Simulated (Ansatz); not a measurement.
Relaxation of BClH5OP (9 atoms, charge 0, multiplicity 1), to a largest force component of 0.03 eV/Å in at most 50 steps.

Level of theory: RKS PBE0/6-31G* in Ansatz 0.2.0.

```xyz
9
Properties=species:S:1:pos:R:3:forces:R:3
B 0.109 -0.454 -0.054 -0.06 -0.49 0.70
Cl 0.020 -1.175 1.627 0.09 0.09 -0.85
H 1.174 -0.162 -0.496 -0.09 -0.02 0.03
O -1.015 -0.304 -0.770 0.05 -0.06 0.02
H -1.809 -0.628 -0.317 0.07 0.04 0.01
P -0.279 2.487 0.907 -0.06 0.25 0.16
H -1.696 2.557 0.792 0.04 0.01 0.00
H -0.220 3.456 1.953 0.00 -0.09 -0.08
H -0.315 1.380 1.801 -0.04 0.29 0.02
```

Where does it end, and by what steps?

It converged. The force dipped under the threshold on the way, but the program's further checks kept it going. After 40 steps the energy has fallen by 0.179 eV; H9 moved furthest, 1.66 Å.

| step | energy less start (eV) | largest force component (eV/Å) | accepted |
| --- | --- | --- | --- |
| 0 | 0.0000 | 0.846 | yes |
| 2 | -0.1250 | 0.373 | yes |
| 4 | -0.1331 | 0.724 | no |
| 6 | -0.1483 | 0.034 | yes |
| 8 | -0.1487 | 0.024 | yes |
| 10 | -0.1507 | 0.064 | yes |
| 12 | -0.1510 | 0.157 | no |
| 14 | -0.1540 | 0.048 | yes |
| 16 | -0.1556 | 0.088 | yes |
| 18 | -0.1564 | 0.269 | no |
| 20 | -0.1582 | 0.236 | yes |
| 22 | -0.1605 | 0.051 | yes |
| 24 | -0.1574 | 0.503 | no |
| 26 | -0.1645 | 0.108 | yes |
| 28 | -0.1666 | 0.167 | yes |
| 30 | -0.1692 | 0.182 | yes |
| 32 | -0.1727 | 0.125 | yes |
| 34 | -0.1746 | 0.115 | yes |
| 36 | -0.1768 | 0.088 | yes |
| 38 | -0.1774 | 0.137 | yes |
| 40 | -0.1786 | 0.011 | yes |

```xyz
9
Properties=species:S:1:pos:R:3
B 0.157 -0.719 -0.206
Cl 0.732 -1.833 1.048
H 0.946 -0.183 -0.915
O -1.158 -0.508 -0.392
H -1.707 -1.001 0.235
P -0.378 2.411 1.402
H -0.804 3.097 0.234
H -0.120 3.608 2.123
H -1.698 2.285 1.913
```

Whether the end is a true minimum wasn't checked by a vibrational analysis.

The run took 2.8 min on 1 thread of Arm Neoverse V1, with other jobs on the host, peak memory 0.15 GiB.
